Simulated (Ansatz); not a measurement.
Reaction (ligand exchange at the Si–C bond): `OC[SiH2]O` + `[SiH3]S` → `O[SiH2]S[SiH3]` + CH₃OH

Isolated molecules relaxed with PBE0-D4/def2-TZVP in Ansatz; ΔE leaves out vibrations. CCSD(T)/CBS adds triple-zeta CCSD(T) − MP2 to the extrapolated MP2 energy (def2 sets, frozen cores). This one scheme is used for every species. DFT in def2-TZVPP. Each species was taken in one conformer, which may not be the lowest.

(1) Is it downhill or uphill in electronic energy at CCSD(T)/CBS, and by how much? (Estimate.)

(2) What do these levels give: r2SCAN-D4, PBE, PBE0, HF/def2-TZVPP, MP2/def2-TZVPP, CCSD/def2-TZVPP? (Estimate.)

Largest T1 diagnostic among the species: 0.012.

Answers

(1) Computed: Downhill: ΔE = -91.7 kJ/mol.

(2) Ansatz gave: r2SCAN-D4 -91.6, PBE -85.8, PBE0 -89.4, HF/def2-TZVPP -91.2, MP2/def2-TZVPP -95.8, CCSD/def2-TZVPP -87.6 kJ/mol.

From PBE to PBE0 (25 % exact exchange), in def2-TZVPP and without D4, ΔE moves by −3.6 kJ/mol. The D4 term adds −5.8 kJ/mol with B3LYP and −3.2 kJ/mol with PBE0; it sums over pairs of atoms, weighted by their polarisabilities, and B3LYP, whose exchange is more repulsive, gets the larger term.

B3LYP here is the variant with VWN-RPA as its local correlation; programs differ in this.
